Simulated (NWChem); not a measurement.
CH6Zr; SMILES [CH3][ZrH3]

```xyz
8

Zr     0.0000     0.0000     0.3543
C      0.0000     0.0000    -1.8151
H      0.7432     0.7219    -2.2043
H     -0.9968     0.2827    -2.2045
H      0.2536    -1.0046    -2.2045
H     -1.6972     0.4817     0.9266
H      0.4315    -1.7107     0.9266
H      1.2657     1.2290     0.9265
```
Atoms are numbered in this order, from 1.

The geometry was optimised at PBE0/def2-SVP. def2 effective core potentials on Zr; no spin-orbit coupling.

**Question.** List the 4 lowest vertical singlet excitations from LDA (Slater exchange, VWN5)/def2-SVP with def2 effective core potentials on Zr, full TDDFT (NWChem).

**Answer.** 
```
state  energy (eV)  oscillator strength  leading excitation (squared amplitude)
-----  -----------  -------------------  --------------------------------------
S1            3.68                0.000                    HOMO → LUMO+1 (0.47)
S2            3.70                0.000                    HOMO−2 → LUMO (0.37)
S3            3.70                0.000                  HOMO−2 → LUMO+1 (0.37)
S4            3.89                0.006                      HOMO → LUMO (0.50)
```
